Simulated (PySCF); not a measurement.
CH5N2, charge +1, singlet, geometry from GFN2-xTB; CCSD(T)/STO-3G (PySCF).

The PySCF input:
```python
from pyscf import gto, scf, cc

mol = gto.M(
    atom='''
N     1.147973    0.200189    0.037003
C     0.000007   -0.404009    0.153975
N    -1.147979    0.124745   -0.160841
H     1.219546    1.147517   -0.316976
H     2.011570   -0.256763    0.296387
H     0.000026   -1.419647    0.541054
H    -1.219587    1.067368   -0.527158
H    -2.011559   -0.388961   -0.050290
''',
    basis='sto-3g',
    charge=1,
    spin=0,
    verbose=4,
)

mf = scf.RHF(mol)
mf.kernel()

mycc = cc.CCSD(mf, frozen=3)
mycc.kernel()
et = mycc.ccsd_t()
print('E(CCSD(T)) = %.10f' % (mycc.e_tot + et))
```

It wrote (shortened):

```
PySCF version 2.14.0

[INPUT] verbose = 4
[INPUT] num. atoms = 8
[INPUT] num. electrons = 24
[INPUT] charge = 1
[INPUT] spin (= nelec alpha-beta = 2S) = 0
[INPUT] symmetry False subgroup None
[INPUT] Mole.unit = angstrom
[INPUT] Symbol           X                Y                Z      unit          X                Y                Z       unit  Magmom
[INPUT]  1 N      1.147973000000   0.200189000000   0.037003000000 AA    2.169354568395   0.378302383151   0.069925535787 Bohr   0.0
[INPUT]  2 C      0.000007000000  -0.404009000000   0.153975000000 AA    0.000013228083  -0.763466361859   0.290970580030 Bohr   0.0
[INPUT]  3 N     -1.147979000000   0.124745000000  -0.160841000000 AA   -2.169365906752   0.235733885409  -0.303945439601 Bohr   0.0
[INPUT]  4 H      1.219546000000   1.147517000000  -0.316976000000 AA    2.304607936309   2.168492853283  -0.598997828060 Bohr   0.0
[INPUT]  5 H      2.011570000000  -0.256763000000   0.296387000000 AA    3.801316380391  -0.485211748922   0.560090256881 Bohr   0.0
[INPUT]  6 H      0.000026000000  -1.419647000000   0.541054000000 AA    0.000049132879  -2.682744023560   1.022443878600 Bohr   0.0
[INPUT]  7 H     -1.219587000000   1.067368000000  -0.527158000000 AA   -2.304685415080   2.017033194125  -0.996184244373 Bohr   0.0
[INPUT]  8 H     -2.011559000000  -0.388961000000  -0.050290000000 AA   -3.801295593404  -0.735029763137  -0.095034326804 Bohr   0.0

nuclear repulsion = 80.0539661824193
number of shells = 14
number of NR pGTOs = 60
number of NR cGTOs = 20
basis = sto-3g
ecp = {}

******** <class 'pyscf.scf.hf.RHF'> ********
method = RHF
initial guess = minao
damping factor = 0
level_shift factor = 0
DIIS = <class 'pyscf.scf.diis.CDIIS'>
diis_start_cycle = 1
diis_space = 8
diis_damp = 0
SCF conv_tol = 1e-09
SCF conv_tol_grad = None
SCF max_cycles = 50
direct_scf = True
direct_scf_tol = 1e-13
Set gradient conv threshold to 3.16228e-05
Initial guess from minao.
init E= -148.601401208194
  HOMO = -0.217337580322117  LUMO = 0.196503884248424  gap/eV = 11.26120
cycle= 1 E= -147.583054717171  delta_E= 1.02  |g|= 0.264  |ddm|= 3.46
  HOMO = -0.616790254949802  LUMO = -0.0285433224890215  gap/eV = 16.00701
cycle= 2 E= -147.604969811572  delta_E= -0.0219  |g|= 0.074  |ddm|= 0.423
  HOMO = -0.617679973633905  LUMO = 0.00636529120058105  gap/eV = 16.98114
cycle= 3 E= -147.606825022324  delta_E= -0.00186  |g|= 0.0205  |ddm|= 0.104
  HOMO = -0.612754145342588  LUMO = 0.00924056018045694  gap/eV = 16.92534
cycle= 4 E= -147.606993616378  delta_E= -0.000169  |g|= 0.00351  |ddm|= 0.0372
  HOMO = -0.614934574865549  LUMO = 0.00748069394024564  gap/eV = 16.93678
cycle= 5 E= -147.607002089816  delta_E= -8.47e-06  |g|= 0.00129  |ddm|= 0.00726
  HOMO = -0.614911800749332  LUMO = 0.00767756721225998  gap/eV = 16.94152
cycle= 6 E= -147.607003222525  delta_E= -1.13e-06  |g|= 9.06e-05  |ddm|= 0.0035
  HOMO = -0.61493260758212  LUMO = 0.00766546366751253  gap/eV = 16.94176
cycle= 7 E= -147.607003226986  delta_E= -4.46e-09  |g|= 8.27e-06  |ddm|= 0.000207
  HOMO = -0.614933681653333  LUMO = 0.00766420525722078  gap/eV = 16.94175
cycle= 8 E= -147.607003227019  delta_E= -3.29e-11  |g|= 5.29e-07  |ddm|= 1.82e-05
  HOMO = -0.614933673988359  LUMO = 0.00766424497197904  gap/eV = 16.94175
Extra cycle  E= -147.607003227019  delta_E= -5.68e-14  |g|= 1.29e-07  |ddm|= 8.73e-07
converged SCF energy = -147.607003227019

******** <class 'pyscf.cc.ccsd.CCSD'> ********
CC2 = 0
CCSD nocc = 9, nmo = 17
frozen orbitals 3
max_cycle = 50
direct = 0
conv_tol = 1e-07
conv_tol_normt = 1e-05
diis_space = 6
diis_start_cycle = 0
diis_start_energy_diff = 1e+09
Init t2, MP2 energy = -147.769306234787  E_corr(MP2) -0.162303007767136
Init E_corr(CCSD) = -0.162303007767144
cycle = 1  E_corr(CCSD) = -0.18345269792545  dE = -0.0211496902  norm(t1,t2) = 0.0598235
cycle = 2  E_corr(CCSD) = -0.193002262217232  dE = -0.00954956429  norm(t1,t2) = 0.0216401
cycle = 3  E_corr(CCSD) = -0.197959276561344  dE = -0.00495701434  norm(t1,t2) = 0.0101126
cycle = 4  E_corr(CCSD) = -0.198406084028878  dE = -0.000446807468  norm(t1,t2) = 0.00190388
cycle = 5  E_corr(CCSD) = -0.198252021785251  dE = 0.000154062244  norm(t1,t2) = 0.000600667
cycle = 6  E_corr(CCSD) = -0.198251670854929  dE = 3.50930322e-07  norm(t1,t2) = 7.03083e-05
cycle = 7  E_corr(CCSD) = -0.198249604621105  dE = 2.06623382e-06  norm(t1,t2) = 2.64289e-05
cycle = 8  E_corr(CCSD) = -0.198249585747281  dE = 1.88738238e-08  norm(t1,t2) = 9.70276e-06
CCSD converged
E(CCSD) = -147.8052528127667  E_corr = -0.1982495857472813
CCSD(T) correction = -0.00501590387339607
E(CCSD(T)) = -147.8102687166
```
